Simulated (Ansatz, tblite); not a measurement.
Adding an electron: the cluster Li₂Cl₂⁺. The state is a doublet with charge 1. Geometry: PBE-D4/def2-TZVP. Ansatz, gas phase; energy differences of separate SCF runs; the reduced species is a singlet (the triplet lies 3.46 eV higher at PBE0-D4/def2-TZVP).

```
atom   x (Å)   y (Å)   z (Å)
 Li1  -1.710   0.746  -0.292
 Li2   1.712  -0.742   0.294
 Cl3  -0.424  -0.509   1.167
 Cl4   0.422   0.505  -1.170
```

The xTB rows come from tblite. In the doublet, Cl3 and Cl4 lie 2.68 Å apart (atoms count from 1), so these atoms are partly bonded to each other. The structure comes from a short search, and lower isomers may exist.

(1) Estimate orbital energies and vertical electron affinities at: GFN1-xTB; GFN2-xTB; PBE-D4/def2-TZVP; r2SCAN-D4/def2-TZVP; PBE0-D4/def2-TZVP.

Results:

(1) 
```json
{"level": "GFN1-xTB", "−HOMO (eV)": "–", "−LUMO (eV)": "–", "vertical EA (eV)": "13.48", "HOMO–LUMO gap (eV)": "–"}
{"level": "GFN2-xTB", "−HOMO (eV)": "–", "−LUMO (eV)": "–", "vertical EA (eV)": "12.49", "HOMO–LUMO gap (eV)": "–"}
{"level": "PBE-D4/def2-TZVP", "−HOMO (eV)": "11.84", "−LUMO (eV)": "10.76", "vertical EA (eV)": "7.34", "HOMO–LUMO gap (eV)": "1.08"}
{"level": "r2SCAN-D4/def2-TZVP", "−HOMO (eV)": "12.26", "−LUMO (eV)": "10.62", "vertical EA (eV)": "7.42", "HOMO–LUMO gap (eV)": "1.64"}
{"level": "PBE0-D4/def2-TZVP", "−HOMO (eV)": "13.33", "−LUMO (eV)": "9.84", "vertical EA (eV)": "7.53", "HOMO–LUMO gap (eV)": "3.49"}
```

  HOMO and LUMO are the levels of the spin that leaves or enters (xTB has no such levels and no spin-polarisation term). Other spin states of the ions may lie lower, which would lower the ionisation energy or raise the affinity. Raw xTB energy differences between charge states are shifted by several eV; the methods need an empirical correction for them.
